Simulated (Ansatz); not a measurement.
A geometry relaxed with B3LYP-D3(BJ)/def2-TZVP (Ansatz, a program for electronic structure), charge 0, multiplicity 1:

```xyz
14

C      0.5775    -0.3004    -0.4974
C     -1.8339    -0.5790     0.2581
H      2.1654     0.7423     0.5461
F     -0.1880     0.4198     1.6337
C     -0.5863     0.2757     0.2869
H      1.6129     1.5631    -0.9151
H      2.6337     0.1299    -1.0424
H     -2.2149    -0.6562    -0.7620
H     -0.8084     1.2895    -0.0626
H     -1.6164    -1.5841     0.6238
H      0.8079    -1.2894    -0.0903
H     -2.6117    -0.1414     0.8842
C      1.8199     0.5844    -0.4755
H      0.2423    -0.4541    -1.5277
```

Task: Write the SMILES of this molecule.

Result: `CC[C@@H](C)F`
